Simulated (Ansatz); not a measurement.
Consider the redistribution: `O[SiH](F)[SiH2]Br` + `C[NH][GeH3]` → `O[SiH](F)[NH][GeH3]` + `C[SiH2]Br`.

Isolated molecules relaxed with PBE0-D4/def2-TZVP in Ansatz; ΔE leaves out vibrations. CCSD(T)/CBS is the MP2 limit (def2-TZVPP, def2-QZVPP) plus CCSD(T) − MP2 in def2-TZVPP, frozen cores. DFT in def2-TZVPP. B3LYP here is the variant with VWN-RPA as its local correlation; programs differ in this. For Br, Ge outer-core shells are correlated without core-valence functions, which leaves a few kJ/mol of doubt a bond. Scalar relativity is left out up to krypton. Each species was taken in one conformer, which may not be the lowest.

```
             level  ΔE (kJ/mol)  difference from CCSD(T)/CBS
         revPBE-D4       -159.1                         29.7
            B97M-V       -185.7                          3.1
          B3LYP-D4       -178.7                         10.1
        r2SCAN0-D4       -190.1                         -1.3
          BHLYP-D4       -190.7                         -1.9
           ωB97X-V       -181.1                          7.7
            revPBE       -158.6                         30.2
       HF/def2-SVP       -189.9                         -1.1
SCS-MP2/def2-TZVPP       -195.6                         -6.8
    CCSD/CBS(def2)       -191.1                         -2.3
       CCSD(T)/CBS       -188.8                            0
```

Largest T1 diagnostic among the species: 0.012.

From r2SCAN to r2SCAN0 (25 % exact exchange), in def2-TZVPP and without D4, ΔE moves by −5.5 kJ/mol. Leaving LDA and LC-ωPBE aside and taking each functional with its dispersion term where it has one, the values, not all of them listed here, spread over 33.0 kJ/mol, from ωB97M-V to revPBE-D4. LDA lies −6.4 kJ/mol from PBE without D4.
